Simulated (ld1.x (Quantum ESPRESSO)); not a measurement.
## Building the TM potential for Ta (Z = 73) (LDA (PZ), scalar-relativistic).

Input for ld1.x (Quantum ESPRESSO) 7.5:

```
&input
   title='Ta', zed=73., rel=1, dft='PZ', iswitch=3,
   config='[Xe] 4f14 5d3 6s2 6p0',
   nld=3, rlderiv=2.05, eminld=-7.0, emaxld=5.0, deld=0.02
 /
 &inputp
   pseudotype=2, tm=.true., lloc=2,
   nlcc=.false.,
   file_pseudopw='Ta.UPF', file_wfcaegen='ae.wfc', file_wfcncgen='nc.wfc', file_beta='beta', file_chi='chi'
 /
3
5S  1  0   2.00   0.00  1.75  1.75  0.0
5P  2  1   6.00   0.00  1.90  1.90  0.0
5D  3  2   3.00   0.00  0.65  0.65  0.0
 &test
   configts(1)='5s2 5p6 5d3 6s2 6p0'
 /
```

Command:

```bash
ld1.x < Ta.in > Ta.out
```

Resulting log (shortened: banner, matrices, multipoles, cross overlaps and the repeated all-electron block are left out):

```
[... start of the log left out ...]
     s(2S/2S) =  1.000000  <r> =   0.0790  <r2> =    0.0074  r(max) =   0.0670
     s(2P/2P) =  1.000000  <r> =   0.0706  <r2> =    0.0061  r(max) =   0.0549
     s(3S/3S) =  1.000000  <r> =   0.2050  <r2> =    0.0480  r(max) =   0.1891
     s(3P/3P) =  1.000000  <r> =   0.2050  <r2> =    0.0487  r(max) =   0.1868
     s(4S/4S) =  1.000000  <r> =   0.4590  <r2> =    0.2379  r(max) =   0.4315
     s(4P/4P) =  1.000000  <r> =   0.4880  <r2> =    0.2710  r(max) =   0.4480
     s(3D/3D) =  1.000000  <r> =   0.1857  <r2> =    0.0404  r(max) =   0.1510
     s(5S/5S) =  1.000000  <r> =   1.0994  <r2> =    1.3600  r(max) =   0.9847
     s(5P/5P) =  1.000000  <r> =   1.2943  <r2> =    1.9046  r(max) =   1.1298
     s(4D/4D) =  1.000000  <r> =   0.5233  <r2> =    0.3177  r(max) =   0.4593
     s(4F/4F) =  1.000000  <r> =   0.6394  <r2> =    0.5210  r(max) =   0.4424
     s(5D/5D) =  1.000000  <r> =   2.2477  <r2> =    6.2458  r(max) =   1.5833
     s(6S/6S) =  1.000000  <r> =   3.2782  <r2> =   12.2671  r(max) =   2.7443
     s(6P/6P) =  1.000000  <r> =   4.8420  <r2> =   27.3461  r(max) =   3.8944

     ------------------------ End of All-electron run ------------------------

     --------------------- Generating NC pseudopotential ---------------------

      Generating local pot.: lloc=2, matching radius rcloc =   0.6500
     Message from routine find_coeff:
     giving up minimization, the error is still 0.8749E+02

      Wfc   5S  rcut= 1.750  Using Troullier-Martins method

      Wfc   5P  rcut= 1.886  Using Troullier-Martins method

         NaN     0.00000
     0.00000         NaN

 %%%%%%%%%%%%%%%%%%%%%%%%%%%%%%%%%%%%%%%%%%%%%%%%%%%%%%%%%%%%%%%%%%%%%%%%%%%%%%
     Error in routine invmat (1):
     error in DGETRF
 %%%%%%%%%%%%%%%%%%%%%%%%%%%%%%%%%%%%%%%%%%%%%%%%%%%%%%%%%%%%%%%%%%%%%%%%%%%%%%

     stopping ...
```

The run stopped because the matrix B = ⟨φ|χ⟩ of the projectors is singular.

The run took about 0.17 s on one core of a shared server CPU.
